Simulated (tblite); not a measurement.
Species: C10H11S (charge -1).
Numbering: `[CH:1]#[C:2][C@@H:3]1[C@H:4](/[CH:5]=[CH:6]/[S-:7])[C@H:8]1[C:9](=[CH2:10])[CH3:11]` (hydrogens: H12 on C1; H13 on C3; H14 on C4; H15 on C5; H16 on C6; H17 on C8; H18, H19 on C10; H20, H21, H22 on C11)

Structure optimised with GFN2-xTB, isolated species.

(1) List the bond lengths, angles and torsions at this level.

Results:

(1) 
| bond | length (pm) |
| --- | --- |
| C1≡C2 | 120.0 |
| C2–C3 | 142.2 |
| C3–C4 | 151.7 |
| C4–C5 | 145.5 |
| C5=C6 | 135.1 |
| C6–S7 | 169.3 |
| C4–C8 | 153.7 |
| C8–C9 | 146.3 |
| C9=C10 | 133.5 |
| C9–C11 | 150.4 |
| C3–C8 | 152.1 |
| C1–H12 | 104.9 |
| C3–H13 | 108.6 |
| C4–H14 | 108.7 |
| C5–H15 | 108.2 |
| C6–H16 | 109.3 |
| C8–H17 | 108.5 |
| C10–H18 | 107.8 |
| C10–H19 | 107.6 |
| C11–H20, C11–H21, C11–H22 | 109.0 |

Bonds in one row agree within 1 pm and their mean is given. A selection of angles:
| angle | degrees |
| --- | --- |
| C1–C2–C3 | 179.0 |
| C2–C3–C4 | 120.9 |
| C2–C3–C8 | 118.3 |
| C4–C3–C8 | 60.8 |
| C3–C4–C5 | 123.2 |
| C3–C4–C8 | 59.7 |
| C5–C4–C8 | 121.0 |
| C4–C5–C6 | 122.7 |
| C5–C6–S7 | 126.3 |
| C4–C8–C9 | 121.3 |
| C3–C8–C4 | 59.5 |
| C3–C8–C9 | 122.5 |
| C8–C9–C10 | 124.7 |
| C8–C9–C11 | 114.3 |
| C10–C9–C11 | 120.9 |

Torsions: C2–C3–C4–C5 2° (synperiplanar); C3–C4–C5–C6 154° (antiperiplanar); C4–C5–C6–S7 179° (antiperiplanar); C3–C4–C8–C9 -112° (anticlinal); C4–C8–C9–C10 46° (synclinal); C2–C3–C8–C4 112° (anticlinal).

The 3-membered ring C3–C4–C8 has internal angles of 59.5° to 60.8°. C10 (terminal =CH2 carbon) is planar (angles 122.7°, 121.6° and 115.8°, sum 360.0°, 0.00 Å off the plane of its three neighbours). C5 (carbon bonded to 2 C and H) is planar (angles 122.7°, 119.8° and 117.5°, sum 360.0°, 0.01 Å off the plane of its three neighbours). The 10 C–C bonds span 1.200 Å (C1≡C2, drawn triple) to 1.537 Å (C4–C8, drawn single), a spread of 0.337 Å. C9 (fully substituted alkene carbon) is planar (angles 124.7°, 120.9° and 114.3°, sum 360.0°, 0.02 Å off the plane of its three neighbours). Of the pairs four or more bonds apart, H13···H19 is among the closest relative to their van der Waals radii: 2.25 Å, 94 % of the sum of Bondi's values. C6 (alkene CH carbon) is planar (angles 126.3°, 118.2° and 115.4°, sum 360.0°, 0.00 Å off the plane of its three neighbours).

Point group: C1 (no symmetry element, even within 0.4 Å). Its GFN2-xTB frequencies are all real (lowest 42 cm⁻¹). 3 starts were optimised and ended at 0.00, 1.99 and 2.00 kcal/mol (GFN2-xTB); the lowest of these is shown.

On an Arm Neoverse V1 with one thread, shared host with 32 logical CPUs at a one-minute load of 9.3, this took 1.9 s wall. This is the geometry optimisation.

One conformer stands for the species.

All values are computed, not measured.
